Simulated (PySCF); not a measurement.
A calculated (BP86, PySCF 2.14, x2c-TZVPall, the spin-free X2C one-electron Hamiltonian (Gaussian nucleus)) atom or ion has these occupied shells.

```json
{"shell": "1s α", "electrons": "1", "orbital energy (eV)": "-19798.5", "rms radius, mean of both spins (bohr)": "0.0404"}
{"shell": "1s β", "electrons": "1", "orbital energy (eV)": "-19798.5", "rms radius, mean of both spins (bohr)": "0.0404"}
{"shell": "2s α", "electrons": "1", "orbital energy (eV)": "-2797.0", "rms radius, mean of both spins (bohr)": "0.167"}
{"shell": "2s β", "electrons": "1", "orbital energy (eV)": "-2796.6", "rms radius, mean of both spins (bohr)": "0.167"}
{"shell": "2p α", "electrons": "3", "orbital energy (eV)": "-2501.4", "rms radius, mean of both spins (bohr)": "0.148"}
{"shell": "2p β", "electrons": "3", "orbital energy (eV)": "-2501.1", "rms radius, mean of both spins (bohr)": "0.148"}
{"shell": "3s α", "electrons": "1", "orbital energy (eV)": "-475.62", "rms radius, mean of both spins (bohr)": "0.459"}
{"shell": "3s β", "electrons": "1", "orbital energy (eV)": "-475.35", "rms radius, mean of both spins (bohr)": "0.459"}
{"shell": "3p α", "electrons": "3", "orbital energy (eV)": "-378.71", "rms radius, mean of both spins (bohr)": "0.464"}
{"shell": "3p β", "electrons": "3", "orbital energy (eV)": "-378.41", "rms radius, mean of both spins (bohr)": "0.464"}
{"shell": "3d α", "electrons": "5", "orbital energy (eV)": "-220.68", "rms radius, mean of both spins (bohr)": "0.455"}
{"shell": "3d β", "electrons": "5", "orbital energy (eV)": "-220.24", "rms radius, mean of both spins (bohr)": "0.455"}
{"shell": "4s α", "electrons": "1", "orbital energy (eV)": "-64.852", "rms radius, mean of both spins (bohr)": "1.18"}
{"shell": "4s β", "electrons": "1", "orbital energy (eV)": "-62.320", "rms radius, mean of both spins (bohr)": "1.18"}
{"shell": "4p α", "electrons": "3", "orbital energy (eV)": "-39.174", "rms radius, mean of both spins (bohr)": "1.33"}
{"shell": "4p β", "electrons": "3", "orbital energy (eV)": "-36.345", "rms radius, mean of both spins (bohr)": "1.33"}
{"shell": "5s α", "electrons": "1", "orbital energy (eV)": "-4.768", "rms radius, mean of both spins (bohr)": "3.68"}
{"shell": "4d α", "electrons": "5", "orbital energy (eV)": "-4.663", "rms radius, mean of both spins (bohr)": "2.20"}
```

Task: Name the element and its charge.

Result: Mo (molybdenum, neutral), in [Kr] 4d5 5s1, high-spin 7S determinant.
